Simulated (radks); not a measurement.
The copper ion Cu2+, 27 electrons, occupied as [Ar] 3d9.

Calculated with a radial shooting solver on a logarithmic mesh with Libxc functionals: Dirac Kohn-Sham, LDA (Slater exchange, Perdew-Wang correlation), spin-unpolarised, spherical densities, point nucleus; open shells are shared between the two j in proportion to 2j + 1; speed of light set to 116.481 atomic units (0.85 times the physical value, a model run).

Energy parts (Ry):
total: -3313.93555
kinetic: 3394.17935
electron-nucleus: -7966.07286
Hartree: 1386.96704
exchange-correlation: -129.00907

Orbitals (lengths in bohr, moments of r in powers of bohr; <r^-3> diverges for s and p1/2; r(90%) holds 90 % of the orbital's charge):
\begin{tabular}{lrrrr}
orbital & occ. & eigenvalue (Ry) & r(90%) & <r^-3> \\ \hline
1s1/2 & 2 & -653.9353 & 0.0928 & - \\
2s1/2 & 2 & -80.45382 & 0.363 & - \\
2p1/2 & 2 & -70.78088 & 0.333 & - \\
2p3/2 & 4 & -68.67987 & 0.339 & 688.3 \\
3s1/2 & 2 & -10.38108 & 1.06 & - \\
3p1/2 & 2 & -7.38024 & 1.14 & - \\
3p3/2 & 4 & -7.11084 & 1.16 & 88.86 \\
3d3/2 & 3.6 & -2.21634 & 1.60 & 8.536 \\
3d5/2 & 5.4 & -2.18579 & 1.61 & 8.249 \\
4s1/2 & 0 & -1.66881 & 3.31 & - \\
4p1/2 & 0 & -1.14656 & 4.01 & - \\
4p3/2 & 0 & -1.12780 & 4.07 & 6.270 \\
\end{tabular}

The highest occupied level is 3d5/2 at -29.739 eV. The density falls to 0.001 e/bohr^3 at r = 2.93 bohr.
